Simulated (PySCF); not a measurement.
Frontier levels across methods

CH3BF2.
SMILES with atom numbers: `[CH3:1][B:2]([F:3])[F:4]` (hydrogens: H5, H6, H7 on C1)

Geometry (PBE0-D3(BJ)/def2-SVP, Å), atoms numbered from 1 in this order:
```xyz
7
CH3BF2 angstrom
C     -0.415    0.036    0.576
B      0.519   -0.007   -0.670
F      0.906    1.079   -1.317
F      0.968   -1.156   -1.150
H     -0.640    1.057    0.910
H      0.034   -0.529    1.408
H     -1.363   -0.474    0.338
```

Basis pcSseg-2 throughout (PySCF), one geometry. Isolated species at its PBE0-D3(BJ)/def2-SVP geometry, gas phase.

Problem. How do the orbital energies, the gap and the dipole change with the method?

Solution. 
```tsv
method	kind	HOMO (eV)	LUMO (eV)	gap (eV)	μ (D)	SCF cycles
BLYP	GGA	-8.56	-0.67	7.89	1.59	13
OPBE	GGA	-8.57	-0.52	8.05	1.57	13
PBE	GGA	-8.63	-0.76	7.87	1.60	13
B97-D	GGA	-8.65	-0.56	8.09	1.59	13
BP86	GGA	-8.73	-0.81	7.92	1.59	13
KT2	GGA	-8.77	-0.77	7.99	1.63	13
LDA	LDA	-8.78	-1.06	7.72	1.68	13
KT3	GGA	-8.80	-0.70	8.10	1.61	13
B97-2	global hybrid	-9.98	0.32	10.30	1.67	12
B3LYP	global hybrid	-10.04	0.01	10.05	1.68	12
PBE0	global hybrid	-10.27	0.31	10.59	1.69	12
mPW1PW91	global hybrid	-10.31	0.30	10.61	1.69	12
CAM-B3LYP	range-separated hybrid	-11.80	1.11	12.91	1.72	12
BHandHLYP	global hybrid	-11.86	0.94	12.80	1.77	12
wB97X-D	range-separated hybrid	-12.20	2.22	14.42	1.67	12
LC-wPBE	range-separated hybrid	-13.15	2.29	15.44	1.70	12
HF	Hartree–Fock	-14.27	2.52	16.78	1.83	9
```

The HOMO spans 5.71 eV, from BLYP down to HF, and the gap runs from 7.72 eV (LDA) to 16.78 eV (HF). Over the methods BLYP (0 %), OPBE (0 %), PBE (0 %), B97-D (0 %), BP86 (0 %), KT2 (0 %), LDA (0 %), KT3 (0 %), B97-2 (21 %), B3LYP (20 %), PBE0 (25 %), mPW1PW91 (25 %), BHandHLYP (50 %), HF (100 %), a straight line through the gap against the share of exact exchange rises by 0.91 eV for each 10 % (correlation coefficient 0.996). The dipole ranges from 1.57 D (OPBE) to 1.83 D (HF). This basis has no diffuse functions.

The vertical ΔSCF ionisation energy at CAM-B3LYP/def2-SVPD is 13.20 eV; −ε(HOMO) comes closest to it with LC-wPBE (13.15 eV).
